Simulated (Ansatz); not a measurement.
`[OH][In]([Br])[Br]` + CH₃OH → `C[O][In]([OH])[Br]` + HBr  (ligand exchange at the In–Br bond)

Gas-phase electronic energies from Ansatz, PBE0-D4/def2-TZVP geometries. CCSD(T)/CBS is the MP2 limit (def2-TZVPP, def2-QZVPP) plus CCSD(T) − MP2 in def2-TZVPP, frozen cores. This one scheme is used for every species. Functionals use def2-TZVPP. Elements past krypton have def2 core potentials. For Br, In outer-core shells are correlated without core-valence functions, which leaves a few kJ/mol of doubt a bond. Scalar relativity is left out up to krypton. One conformer a species, not always the lowest.

```csv
species,ωB97X-V energy (Eh)
`[OH][In]([Br])[Br]`,-5413.92072
CH₃OH,-115.73250
`C[O][In]([OH])[Br]`,-2955.08976
HBr,-2574.52140
```

**Question.** Work out ΔE.

**Answer.** ΔE = (-2955.08976) + (-2574.52140) − (-5413.92072) − (-115.73250) = 0.04206 Eh = +110.4 kJ/mol. CCSD(T)/CBS gives +109.1 kJ/mol.

Largest T1 diagnostic among the species: 0.015.

From PBE to PBE0 (25 % exact exchange), in def2-TZVPP and without D4, ΔE moves by +10.7 kJ/mol. In def2-TZVPP, CCSD(T) changes the Hartree–Fock value by −27.4 kJ/mol (the triples alone add −3.9 kJ/mol) and MP2 by −24.8 kJ/mol.
